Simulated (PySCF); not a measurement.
**Correlation energy of Fe(11+) (iron, charge +11)**

[Ne] 3s2 3p3, high-spin 4S determinant. All numbers are calculated (PySCF 2.14, the spin-free X2C one-electron Hamiltonian (Gaussian nucleus), in an uncontracted even-tempered set (19 s from 0.69 bohr⁻², ratio 2.5; 12 p from 0.9 bohr⁻², ratio 2.5; 5 d from 5 bohr⁻², ratio 2.7; 4 f from 7.5 bohr⁻², ratio 2.7)). Frozen: 1s2; 13 electrons correlated; the 22 highest virtual orbitals of each spin left out.

```tsv
level	correlation energy (mhartree)
CCSD	-475.14
(T)	-2.62
CCSD(T)	-477.76
```

Diagnostics: T1 = 0.0014, D1 = 0.0046, largest double amplitude 0.040.

Cost of the coupled-cluster step: roughly 23 core-seconds, for 13 correlated electrons.
